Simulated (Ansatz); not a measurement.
Input file for Ansatz (a first-principles code): R-CCSD(T)/aug-cc-pVDZ on C4H6O (a complex).

Ansatz 0.2 input:
```yaml
crystal:
  periodic: [false, false, false]
  atoms:
    - {symbol: C, position_ang: [-0.01675239, -0.47216050, 0.69100058]}
    - {symbol: O, position_ang: [-1.11399948, -0.44151384, 0.94078857]}
    - {symbol: C, position_ang: [1.41431267, -0.02724063, 3.78816110]}
    - {symbol: C, position_ang: [0.26373018, 0.54534597, 4.11860542]}
    - {symbol: C, position_ang: [-1.01518493, -0.18183879, 4.38251537]}
    - {symbol: H, position_ang: [1.50439024, -1.10361370, 3.69179026]}
    - {symbol: H, position_ang: [2.30680346, 0.55555344, 3.60094598]}
    - {symbol: H, position_ang: [0.22282692, 1.62846514, 4.20149203]}
    - {symbol: H, position_ang: [-1.79284456, 0.12836891, 3.67837786]}
    - {symbol: H, position_ang: [-0.88676239, -1.26139519, 4.29339334]}
    - {symbol: H, position_ang: [-1.39246076, 0.03830152, 5.38512996]}
basis:
  gaussian:
    orbitals: aug-cc-pVDZ
magnetization: {spin_polarized: false}
correlation: {method: ccsd_t, electrons: outside_noble_gas}
scf: {lower_state_search: off}
```

The head of its log:

```
WARN ansatz: RAYON_NUM_THREADS=1 ignored (pool sized by the plan → 1); use --threads N
Functional definition: HF
these checks for a lower state are left out or cut short: stability, starts, cluster_reference, orbital_swaps, neighbouring_geometries, increment
integrals: 0.61 GiB planned
1677 factors; integrals over basis functions are off by at most 8.1e-4 eV
mean field: 0.56 GiB planned
mean field evaluation 1: about -6250.0677 eV, gradient 4.1e1 eV
mean field evaluation 2: about -6250.1065 eV, gradient 4.1e1 eV
mean field evaluation 4: about -6254.2024 eV, gradient 5.9e0 eV
mean field evaluation 8: about -6254.2866 eV, gradient 1.9e-1 eV
mean field -6254.28679691 eV, -229.8408004784 hartree, gradient 2.5e-6 eV, S^2 0.000000; 0 other end points of the search recorded, 0 dependent functions left out
5 core orbitals not correlated
reference -6254.28679691 eV, -229.8408004784 hartree; 14, 14 occupied and 150, 150 virtual orbitals, 1677 factors
```

Question: Predict the final total energy.

Answer: -230.6525 hartree (reference determinant -229.8408, T1 diagnostic 0.014).
